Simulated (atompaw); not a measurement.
# Which change was made? (Tl, PAW (atompaw))

thallium, PAW, made with atompaw 4.2.0.5 (PBEsol, scalar-relativistic). Core [Xe] 4f14, reference 5d10 6s2 6p1. Waves: 6s (bound): rc 3.00 bohr; 6s channel at 1.85 Ry: rc 1.95 bohr; 6p (bound): rc 3.00 bohr; 6p channel at 0.35 Ry: rc 3.00 bohr; 5d (bound): rc 3.00 bohr; 5d channel at 0.1 Ry: rc 3.00 bohr; 5f channel at 0.4 Ry: rc 3.00 bohr; 5f channel at 2.6 Ry: rc 3.00 bohr. Local part: troulliermartins scheme with l = 4 at 0 Ry, radius 2.20 bohr. Core correction: smooth core density matched at 1.85 bohr. Augmentation charge: sinc compensation charge, radius 2.45 bohr; PAW radius 3.00 bohr; waves and projectors: custom rrkj gramschmidtortho.

Cutoffs, loose and tight: the cutoffs (Ry, on a coarse ladder) from which the occupation-weighted sum of valence levels, in a spherical-Bessel basis at the reference potential, stays within 10 and 1 mRy of its value at 400 Ry. They see the waves, projectors and local potential, not the compensation charge or the core.

The base gives: outcome: generated; cutoff, loose: 12 Ry; cutoff, tight: 18 Ry; bound ghosts: s.

(1) After one change the result is: outcome: generated; cutoff, loose: 8 Ry; cutoff, tight: 12 Ry; bound ghosts: f. Which change was it?
A. augmentation sinc compensation charge, radius 2.45 bohr; PAW radius 3.00 bohr; waves and projectors: custom polynom2 7 10 vanderbiltortho
B. local potential bessel scheme, radius 2.20 bohr
C. all radii scaled by about 1.15 (s 3.44, p 3.44, d 3.44, f 3.44 bohr); local potential troulliermartins scheme with l = 4 at 0 Ry, radius 2.52 bohr; augmentation sinc compensation charge, radius 2.80 bohr; PAW radius 3.44 bohr; waves and projectors: custom rrkj gramschmidtortho; core correction smooth core density matched at 2.12 bohr

## Answers

(1) C. The others give: local potential bessel scheme, radius 2.20 bohr → outcome: generated; cutoff, loose: 12 Ry; cutoff, tight: 18 Ry; bound ghosts: none | augmentation sinc compensation charge, radius 2.45 bohr; PAW radius 3.00 bohr; waves and projectors: custom polynom2 7 10 vanderbiltortho → outcome: generated; cutoff, loose: 21 Ry; cutoff, tight: 50 Ry; bound ghosts: s.
